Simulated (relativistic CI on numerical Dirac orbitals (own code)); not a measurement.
Mo⁴⁺: L-alpha,beta X-ray emission

Computed with this model: Dirac-Coulomb-Breit CI, orbitals from a KLI potential per configuration, a model potential for QED, valence Slater integrals scaled by 0.9, multiplet model of X-ray emission after core ionisation; configurations [Kr] 4d2 → [He] 2s2 2p5 3s2 3p6 3d10 4s2 4p6 4d2 → [Ar] 3d9 4s2 4p6 4d2; 300 K; Lorentzian 2 eV and Gaussian 0.6 eV FWHM. Energies are those of the free ion, without screening or charge transfer. S is read from ⟨S²⟩ = S(S + 1).

free ion: ground-state S = 0.99, centroid 2329.51 eV. Peaks (eV, height): 2295.2 (100), 2397.2 (49).

Strongest unbroadened transitions for free ion:

```
Energy (eV)  Relative strength
    2294.80               15.6
    2294.83               26.4
    2295.07               10.0
    2295.12              100.0
    2295.24               33.6
    2295.33               16.3
    2295.36               16.7
    2295.40               22.7
    2295.42               20.4
    2295.43               10.8
    2295.54               20.8
    2396.37                9.2
    2396.63               20.3
    2396.86                9.7
    2397.08               70.0
    2397.27               11.3
    2397.84               16.3
    2398.29                9.4
```
